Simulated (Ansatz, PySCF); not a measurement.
Gas-phase reaction in SMILES: OB(O)P -> OB(O)[PH-] + H+
Geometries: B3LYP-D3(BJ)/def2-TZVP minima from Ansatz (an electronic-structure program), one conformer each, not searched for the lowest.
Geometry of the first species:
SMILES: PB(O)O
```xyz
8

O     -0.9983     1.3381     0.3178
B     -0.4900     0.0832     0.1146
O     -1.3400    -0.9763     0.1824
P      1.3505    -0.2649    -0.4092
H     -0.3561     2.0512     0.2737
H     -2.2486    -0.7129     0.3768
H      1.9496     0.6882     0.4541
H      1.5537    -1.3628     0.4590
```
Charge 0, spin multiplicity 1.

Quantity: gas-phase deprotonation energy (enthalpy at 298 K, with B3LYP-D3(BJ) rigid-rotor harmonic-oscillator terms from PySCF), in kJ/mol. Correlated levels leave the core frozen unless marked. Spin-orbit coupling is left out. No relativistic terms. Anions need diffuse functions: aug- sets have them; def2-D sets add few; the other sets have none. Basis-set limits of correlation are two-point, X^-3; Hartree-Fock from the larger set.

```csv
level,program,gas-phase deprotonation energy (kJ/mol)
HF/cc-pwCVTZ,Ansatz,1529.5
```

What does CCSD(T)/CBS(aug-cc-pV(T+d)Z,aug-cc-pV(Q+d)Z) (Ansatz) give?

1480.9 kJ/mol
